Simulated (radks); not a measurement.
Q: The strontium ion Sr6+, configuration [Ar] 3d10 4s2 4p1 4d1 (not the ground configuration). Calculated with a radial shooting solver on a logarithmic mesh with Libxc functionals: Dirac Kohn-Sham, PBE, spin-unpolarised, spherical densities, finite nucleus; open shells fill j = l - 1/2 first; Fermi nuclear charge, rms radius 4.224 fm. Some entries of the table are withheld. Estimate them.

| orbital | occ. | eigenvalue (eV) | <r^2> (bohr^2) |
|---|---|---|---|
| 1s1/2 | 2 | -16023.65 | (1) |
| 2s1/2 | 2 | -2247.099 | 0.03500 |
| 2p1/2 | 2 | (2) | 0.02667 |
| 2p3/2 | 4 | (3) | 0.02808 |
| 3s1/2 | 2 | -422.0812 | (4) |
| 3p1/2 | 2 | -351.6208 | (5) |
| 3p3/2 | 4 | -341.0677 | (6) |
| 3d3/2 | 4 | -217.2951 | 0.2932 |
| 3d5/2 | 6 | -215.4395 | 0.2972 |
| 4s1/2 | 2 | -117.8199 | 1.737 |
| 4p1/2 | 1 | -98.0118 | 2.028 |
| 4p3/2 | 0 | -96.3568 | 2.090 |
| 4d3/2 | 1 | -65.8819 | 3.035 |
| 4d5/2 | 0 | -65.6522 | 3.057 |
| 5s1/2 | 0 | -52.4345 | 7.038 |
| 5p1/2 | 0 | -45.5022 | 8.317 |
| 5p3/2 | 0 | -44.9850 | 8.496 |
| 4f5/2 | 0 | -39.5938 | 5.559 |
| 4f7/2 | 0 | -39.5861 | 5.562 |
| 5d3/2 | 0 | (7) | 12.08 |
| 5d5/2 | 0 | (8) | 12.14 |

A: 
(1) 1s1/2 <r^2> (bohr^2): 0.002067
(2) 2p1/2 eigenvalue (eV): -2053.458
(3) 2p3/2 eigenvalue (eV): -1984.987
(4) 3s1/2 <r^2> (bohr^2): 0.2764
(5) 3p1/2 <r^2> (bohr^2): 0.2799
(6) 3p3/2 <r^2> (bohr^2): 0.2915
(7) 5d3/2 eigenvalue (eV): -34.0320
(8) 5d5/2 eigenvalue (eV): -33.9488
